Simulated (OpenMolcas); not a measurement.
As⁺: thermal populations, Slater's ratio, the spin-orbit constant, worked from levels

| Item | Value |
| --- | --- |
| Program | OpenMolcas |
| Basis | ANO-RCC [9s8p6d4f2g] |
| Scalar Hamiltonian | DKH2, point nucleus |
| Active space | 2 electrons in 9 orbitals (RAS2 4p; RAS3 4d 5s, at most 1 electron) |
| State averaging | 2S+1 = 3 even, 3 roots; 2S+1 = 1 even, 6 roots; 2S+1 = 3 odd, 18 roots; 2S+1 = 1 odd, 18 roots |
| Spin-orbit coupling | state interaction with AMFI integrals over the reference wave functions, term energies averaged over their components |

Methods: RASSCF; MS-RASPT2, IPEA 0.25 Eh, imaginary shift 0.1 Eh (closed shells correlated: 3d 4s). Measured levels: NIST Handbook of Basic Atomic Spectroscopic Data.

**Thermal populations.** Z = Σ (2J + 1) exp(-E/kT) with k = 0.695035 cm-1/K, over the levels below. No other level of either list lies under 54800 cm-1, which is above 7 kT at each temperature.

| Level | 2J + 1 | MS-RASPT2 | measured |
| --- | --- | --- | --- |
| 4s2 4p2 3P0 | 1 | 0.0 | 0.0 |
| 4s2 4p2 3P1 | 3 | 911 | 1063 |
| 4s2 4p2 3P2 | 5 | 2250 | 2541 |
| 4s2 4p2 1D2 | 5 | 9930 | 10096 |
| 4s2 4p2 1S0 | 1 | 26060 | 22599 |

```
T (K)  Z, MS-RASPT2  Z, measured levels  Ground level (%), MS-RASPT2  Ground level (%), measured levels
 3000         4.680               4.319                         21.4                               23.2
 5000         6.213               5.891                         16.1                               17.0
 8000         7.730               7.475                         12.9                               13.4
```

At 8000 K, kT = 5560 cm-1, and the computed levels give Z = 1.000 + 2.547 + 3.336 + 0.838 + 0.009 = 7.730.

**Slater's ratio.** With one set of orbitals, p2 has 1D - 3P = 6 F2 and 1S - 1D = 9 F2 (F2 = F²/25), a ratio of 3/2. Term energies are centres of gravity, weighted by 2J + 1.

| Source | 1D - 3P | 1S - 3P | F2 from the first | Ratio |
| --- | --- | --- | --- | --- |
| RASSCF | 10926 | 26834 | 1821 | 1.456 |
| MS-RASPT2 | 8372 | 24507 | 1395 | 1.927 |
| measured | 8329 | 20832 | 1388 | 1.501 |

Energies in cm-1. A ratio away from 3/2 shows effects beyond one configuration with one set of orbitals, and in heavier atoms second-order spin-orbit shifts.

**The spin-orbit constant.** For the Hund term 3P of p2, E(J) = (A/2) J(J+1) + constant and ζ = 2S·A = 2A. From J = 0 to J = 2 the energy changes by 3 A.

| Source | E(2) - E(0) | A | ζ |
| --- | --- | --- | --- |
| RASSCF | 2277.0 | 759.0 | 1518 |
| MS-RASPT2 | 2254.2 | 751.4 | 1503 |
| measured | 2541.3 | 847.1 | 1694 |

All in cm-1. MS-RASPT2 is off by -11.3 % and RASSCF by -10.4 %. Both methods take the spin-orbit matrix elements from the reference wave functions, so the second can move ζ only through the term energies and any multistate remixing. Second-order mixing with other terms is absorbed into this ζ.

CASPT2 does not keep the components of a term degenerate, so their means are used; among the terms shown or strongly mixed into the levels shown the widest spread is 170 cm-1 (4s2 4p2 1D, MS-RASPT2). With the s shell closed, the reference lacks s² → p² mixing. Without dynamic correlation excited terms often stand tens of per cent too high (terms of higher spin than the ground term too low), and those without a measured partner can miss by more than the paired ones (holds for RASSCF). Some terms miss by over 15 % even with CASPT2, which points to a basis or an active space too small for the shells correlated (holds for MS-RASPT2). Measured partners are found by configuration, term and J. A level has none where our copy of the source lacks it or the pairing is in doubt (some pairs that miss far off the trend of their configuration count as doubtful), and it then counts in no deviation. Where the source uses jj or jK labels, the order within each J decides. Only configurations of the active space appear.
